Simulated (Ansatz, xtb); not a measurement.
# C6H8B2: which of two isomers lies lower

Structure a: `Bc1cccc(B)c1`, a singlet. Structure b: `Bc1ccc(B)cc1`, a singlet. Both are isolated molecules in the gas phase, relaxed with r2SCAN-D4/def2-SVP; the shapes shown needn't be the lowest conformers.

a (Å):

```yaml
atoms:
  - { symbol: C, position_ang: [-1.0915, -0.3558, 1.6310] }
  - { symbol: C, position_ang: [-0.4555, -1.4022, 0.9184] }
  - { symbol: C, position_ang: [-0.5812, -1.5280, -0.4665] }
  - { symbol: C, position_ang: [-1.3521, -0.6018, -1.1718] }
  - { symbol: C, position_ang: [-2.0134, 0.4670, -0.5178] }
  - { symbol: C, position_ang: [-1.8620, 0.5602, 0.8826] }
  - { symbol: B, position_ang: [-0.9487, -0.2219, 3.1607] }
  - { symbol: B, position_ang: [-2.8635, 1.4870, -1.3022] }
  - { symbol: H, position_ang: [-0.2835, -1.0184, 3.7816] }
  - { symbol: H, position_ang: [-1.5017, 0.6806, 3.7443] }
  - { symbol: H, position_ang: [0.1484, -2.1268, 1.4753] }
  - { symbol: H, position_ang: [-0.0802, -2.3449, -0.9943] }
  - { symbol: H, position_ang: [-1.4532, -0.6969, -2.2584] }
  - { symbol: H, position_ang: [-3.4180, 2.3893, -0.7196] }
  - { symbol: H, position_ang: [-2.9787, 1.3881, -2.5020] }
  - { symbol: H, position_ang: [-2.3639, 1.3784, 1.4112] }
```

b (Å):

```yaml
atoms:
  - { symbol: C, position_ang: [-1.2600, 0.9060, 1.4067] }
  - { symbol: C, position_ang: [-0.1612, 0.3601, 0.7006] }
  - { symbol: C, position_ang: [-0.3421, -0.6498, -0.2410] }
  - { symbol: C, position_ang: [-1.6308, -1.1634, -0.5230] }
  - { symbol: C, position_ang: [-2.7297, -0.6174, 0.1831] }
  - { symbol: C, position_ang: [-2.5488, 0.3923, 1.1247] }
  - { symbol: B, position_ang: [-1.0590, 2.0281, 2.4532] }
  - { symbol: B, position_ang: [-1.8318, -2.2857, -1.5694] }
  - { symbol: H, position_ang: [0.0492, 2.4539, 2.6801] }
  - { symbol: H, position_ang: [-2.0097, 2.4815, 3.0461] }
  - { symbol: H, position_ang: [0.8432, 0.7449, 0.9055] }
  - { symbol: H, position_ang: [0.5199, -1.0600, -0.7773] }
  - { symbol: H, position_ang: [-0.8811, -2.7396, -2.1616] }
  - { symbol: H, position_ang: [-2.9401, -2.7109, -1.7969] }
  - { symbol: H, position_ang: [-3.7341, -1.0023, -0.0219] }
  - { symbol: H, position_ang: [-3.4107, 0.8024, 1.6612] }
```

Energies in hartree; the thermal terms are from GFN2-xTB frequencies at re-optimised GFN2-xTB minima (ideal gas, soft modes damped towards free rotors, one conformer each, 298.15 K, 1 atm) and include the zero-point energy:

|  | a | b |
| --- | --- | --- |
| E, CCSD(T)/def2-SVP | −282.049532 | −282.047607 |
| E, MP2/def2-SVP | −281.943781 | −281.942639 |
| E, MP2/def2-TZVPP | −282.445223 | −282.444170 |
| zero-point energy | 0.118080 | 0.118014 |
| H(298 K) − E | 0.127198 | 0.127204 |
| G(298 K) − E | 0.086860 | 0.087305 |

Question: Correct the CCSD(T) difference for the basis set by the MP2 change, then work out ΔE, ΔE₀, ΔH and ΔG for a → b in kcal/mol (1 Eh = 627.51 kcal/mol) and the equilibrium ratio [b]/[a].

Answer: 1. Differences b − a: CCSD(T) +0.001925, MP2 in the small set +0.001142, MP2 in the large set +0.001053 Eh.
2. ΔE = +0.001925 + (+0.001053 − (+0.001142)) = +0.001836 Eh = +1.15 kcal/mol.
3. ΔE₀ = ΔE + ΔZPE = +0.001836 + (−0.000066) Eh = +1.11 kcal/mol.
4. ΔH = ΔE + (+0.000006) Eh = +1.16 kcal/mol.
5. ΔG = ΔE + (+0.000445) Eh = +1.43 kcal/mol, so ΔS = (ΔH − ΔG)/T = −3.9 J/(mol K).
6. kT = 0.9442 mEh, so K = [b]/[a] = exp(−ΔG/kT) = exp(−2.42) ≈ 0.089.

Structure a is favoured at this temperature. An error of 1 kcal/mol in ΔG would change K by a factor of 5.4. Mirror images and further conformers aren't counted.

As drawn, both hold the same kinds of bond in the same numbers.

Other levels gave ΔE = +0.2 (GFN2-xTB); +1.5 (HF/STO-3G, GFN2-xTB geometries); +1.4 (r2SCAN-D4/def2-SVP//GFN2-xTB); +1.3 (r2SCAN-D4/def2-SVP); +2.0 (HF/def2-SVP); +0.7 (MP2/def2-SVP); +1.2 (CCSD(T)/def2-SVP) kcal/mol. The correlated steps freeze 8 core orbitals. Programs: Ansatz 0.2.0, xtb 6.7.1.
